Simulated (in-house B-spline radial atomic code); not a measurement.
Computed with a B-spline radial atomic code. Model: two electrons, singlet ground state, non-relativistic, full CI in B-splines with partial waves to l = 8 (at full coupling up to 3e-4 hartree above the limit, correlation up to 0.6 % small), density held at that of full coupling by Lieb maximisation.

Along the adiabatic connection the electron repulsion is scaled by a coupling λ while a local potential keeps the density fixed. At λ = 0 the system is the Kohn-Sham one and W equals the exchange energy; the exchange-correlation energy is the area under W between 0 and 1. The kinetic energy rises with λ as the electrons avoid each other, with dT/dλ = −λ dW/dλ.

Command:
```bash
python run_ac.py task.json out
```
Settings (lengths in bohr, energies in hartree):
```
potential              yukawa
strength               3.28
lmax                   8
second                 0.886
```

Cost of the run: 23 s on 1 thread of Intel(R) Xeon(R) Processor @ 2.30GHz, on a shared host.

**W = mean repulsion less Hartree energy, and W of three functionals.**

Given: confinement screened point charge; nuclear charge 3.28; screening of the nucleus 0.886 1/bohr; external potential -Z exp(-k r)/r.

Computed: LDA exchange minus exact 232.3 millihartree; SCAN exchange minus exact -9.3323 millihartree.

```json
{"coupling": "0", "W xc (hartree)": "-1.6904", "W xc minus exchange (millihartree)": "0", "kinetic minus Kohn-Sham (millihartree)": "0", "LDA (PW92) W minus its exchange (millihartree)": "0", "PBE W minus its exchange (millihartree)": "0", "SCAN W minus its exchange (millihartree)": "0"}
{"coupling": "0.02", "W xc (hartree)": "-1.6924", "W xc minus exchange (millihartree)": "-1.931", "kinetic minus Kohn-Sham (millihartree)": "0", "LDA (PW92) W minus its exchange (millihartree)": "-13.05", "PBE W minus its exchange (millihartree)": "-1.75", "SCAN W minus its exchange (millihartree)": "-1.82"}
{"coupling": "0.05", "W xc (hartree)": "?", "W xc minus exchange (millihartree)": "?", "kinetic minus Kohn-Sham (millihartree)": "?", "LDA (PW92) W minus its exchange (millihartree)": "?", "PBE W minus its exchange (millihartree)": "?", "SCAN W minus its exchange (millihartree)": "?"}
{"coupling": "0.12", "W xc (hartree)": "-1.7019", "W xc minus exchange (millihartree)": "-11.427", "kinetic minus Kohn-Sham (millihartree)": "0.7", "LDA (PW92) W minus its exchange (millihartree)": "-52.9", "PBE W minus its exchange (millihartree)": "-10.65", "SCAN W minus its exchange (millihartree)": "-10.63"}
{"coupling": "0.25", "W xc (hartree)": "-1.7138", "W xc minus exchange (millihartree)": "-23.393", "kinetic minus Kohn-Sham (millihartree)": "2.9", "LDA (PW92) W minus its exchange (millihartree)": "-89.94", "PBE W minus its exchange (millihartree)": "-22.23", "SCAN W minus its exchange (millihartree)": "-21.54"}
{"coupling": "0.4", "W xc (hartree)": "-1.7271", "W xc minus exchange (millihartree)": "-36.694", "kinetic minus Kohn-Sham (millihartree)": "7.2", "LDA (PW92) W minus its exchange (millihartree)": "-124.22", "PBE W minus its exchange (millihartree)": "-35.36", "SCAN W minus its exchange (millihartree)": "-33.51"}
{"coupling": "0.6", "W xc (hartree)": "-1.7441", "W xc minus exchange (millihartree)": "-53.636", "kinetic minus Kohn-Sham (millihartree)": "15.7", "LDA (PW92) W minus its exchange (millihartree)": "-162.17", "PBE W minus its exchange (millihartree)": "-52.34", "SCAN W minus its exchange (millihartree)": "-48.61"}
{"coupling": "0.8", "W xc (hartree)": "-1.7602", "W xc minus exchange (millihartree)": "-69.731", "kinetic minus Kohn-Sham (millihartree)": "26.9", "LDA (PW92) W minus its exchange (millihartree)": "-194.46", "PBE W minus its exchange (millihartree)": "-68.65", "SCAN W minus its exchange (millihartree)": "-62.86"}
{"coupling": "1", "W xc (hartree)": "-1.7755", "W xc minus exchange (millihartree)": "-85.038", "kinetic minus Kohn-Sham (millihartree)": "40.7", "LDA (PW92) W minus its exchange (millihartree)": "-222.83", "PBE W minus its exchange (millihartree)": "-84.28", "SCAN W minus its exchange (millihartree)": "-76.35"}
{"coupling": "1.4", "W xc (hartree)": "-1.8039", "W xc minus exchange (millihartree)": "-113.5", "kinetic minus Kohn-Sham (millihartree)": "74.7", "LDA (PW92) W minus its exchange (millihartree)": "-271.34", "PBE W minus its exchange (millihartree)": "-113.55", "SCAN W minus its exchange (millihartree)": "-101.39"}
{"coupling": "2", "W xc (hartree)": "-1.8419", "W xc minus exchange (millihartree)": "-151.48", "kinetic minus Kohn-Sham (millihartree)": "139", "LDA (PW92) W minus its exchange (millihartree)": "-330.36", "PBE W minus its exchange (millihartree)": "-153", "SCAN W minus its exchange (millihartree)": "-134.88"}
{"coupling": "3", "W xc (hartree)": "?", "W xc minus exchange (millihartree)": "?", "kinetic minus Kohn-Sham (millihartree)": "?", "LDA (PW92) W minus its exchange (millihartree)": "?", "PBE W minus its exchange (millihartree)": "?", "SCAN W minus its exchange (millihartree)": "?"}
{"coupling": "4.5", "W xc (hartree)": "-1.9572", "W xc minus exchange (millihartree)": "-266.74", "kinetic minus Kohn-Sham (millihartree)": "501.7", "LDA (PW92) W minus its exchange (millihartree)": "-490.25", "PBE W minus its exchange (millihartree)": "-276.14", "SCAN W minus its exchange (millihartree)": "-239.02"}
{"coupling": "7", "W xc (hartree)": "-2.0304", "W xc minus exchange (millihartree)": "-339.99", "kinetic minus Kohn-Sham (millihartree)": "916.7", "LDA (PW92) W minus its exchange (millihartree)": "-587.25", "PBE W minus its exchange (millihartree)": "-359.01", "SCAN W minus its exchange (millihartree)": "-308.9"}
{"coupling": "10", "W xc (hartree)": "-2.0893", "W xc minus exchange (millihartree)": "-398.82", "kinetic minus Kohn-Sham (millihartree)": "1410.9", "LDA (PW92) W minus its exchange (millihartree)": "-666.8", "PBE W minus its exchange (millihartree)": "-430", "SCAN W minus its exchange (millihartree)": "-367.83"}
```

Question: What belongs in the row 0.05?

Answer: W xc (hartree): -1.6952; W xc minus exchange (millihartree): -4.807; kinetic minus Kohn-Sham (millihartree): 0.1; LDA (PW92) W minus its exchange (millihartree): -27.13; PBE W minus its exchange (millihartree): -4.41; SCAN W minus its exchange (millihartree): -4.51.

Question: What belongs in the row 3?

Answer: W xc (hartree): -1.8951; W xc minus exchange (millihartree): -204.62; kinetic minus Kohn-Sham (millihartree): 271; LDA (PW92) W minus its exchange (millihartree): -406.38; PBE W minus its exchange (millihartree): -209; SCAN W minus its exchange (millihartree): -182.24.

Question: What is the PBE exchange minus exact?

Answer: 17.616 millihartree.

**Energy parts, natural occupations and partial-wave weights.**

Computed: total energy -4.1886 hartree; exchange energy -1.6904 hartree; correlation energy -0.044358 hartree; initial slope twice GL2 -0.096787 hartree; kinetic part over minus potential part 0.47837; Kohn-Sham kinetic 7.8258 hartree; Lieb Oxford ratio E_xc over LDA exchange 1.1897.

| natural | occupation of the shell (electrons) |
| --- | --- |
| s | 1.9933 |
| s | 0.0031885 |
| p | 0.0030955 |
| d | 0.00015021 |
| p | ? |
| s | 6.6677e-05 |

Question: What belongs in the row p?

Answer: occupation of the shell (electrons): 0.00012117.

```csv
wave,weight
s,0.99828
p,0.0016147
d,?
f,1.2154e-05
g,2.8377e-06
```

Question: What belongs in the row d?

Answer: weight: 8.4978e-05.

Question: What is the Hartree energy?

Answer: 3.3809 hartree.

Question: What is the kinetic part of the DFT correlation energy?

Answer: 0.04068 hartree.

Half-way to full coupling W has made 53 % of its drop, against 50 % for a straight line, and second-order (GL2) theory, half the initial slope, overshoots the correlation energy by about 9 %: a moderate bend, as in light atoms. Over couplings 0 to 1 the errors in E_xc come to about +142 millihartree for LDA, +19 millihartree for PBE, -5.2 millihartree for SCAN, so SCAN is nearest. In LDA and SCAN the errors of exchange and correlation have opposite signs, so the sum is smaller than the larger of the two.
